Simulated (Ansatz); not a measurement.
**Ligand exchange: C2H5I + SiH3(GeH3) → C2H8Si + GeH3I**

Species: C2H5I (iodoethane) `CCI`, singlet; SiH3(GeH3), singlet; C2H8Si `CC[SiH3]`, singlet; GeH3I `[GeH3][I]`, singlet. The partners trade I for SiH3: C–I and Ge–SiH3 bonds give way to C–SiH3 and Ge–I.

Shapes, held fixed at every level: PBE0-D4/def2-TZVP. Programs: Ansatz 0.2.0. The zero-point and thermal change to 298 K, harmonic and unscaled (PBE0-D4/def2-TZVP), is +1.0 kJ/mol.

```csv
level,kind,ΔH(298 K) (kJ/mol),less CCSD(T)/def2-TZVPP
HF/def2-SVP,Hartree–Fock,-115.7,-26.8
HF/def2-TZVPP,Hartree–Fock,-111.9,-23.0
PBE0-D4/def2-TZVPP,global hybrid,-91.4,-2.5
wB97M-V/def2-TZVPP,range-separated hybrid,-98.3,-9.4
wB97X-V/def2-TZVPP,range-separated hybrid,-95.6,-6.7
MP2/def2-TZVPP,perturbation theory,-95.7,-6.8
CCSD/def2-TZVPP,coupled cluster or CI,-92.2,-3.3
CCSD(T)/def2-TZVPP,coupled cluster or CI,-88.9,0.0
```

The highest level, CCSD(T)/def2-TZVPP, gives ΔH(298 K) = -88.9 kJ/mol; the levels span -115.7 to -88.9. The column of differences is taken from that level and isn't an error. No measured value is set beside it here. For atoms past krypton def2 sets carry core potentials with scalar relativity. Relativity is left out for Ge unless named. Correlated rows may include outer-core shells of Ge, I, which these sets cover unevenly.
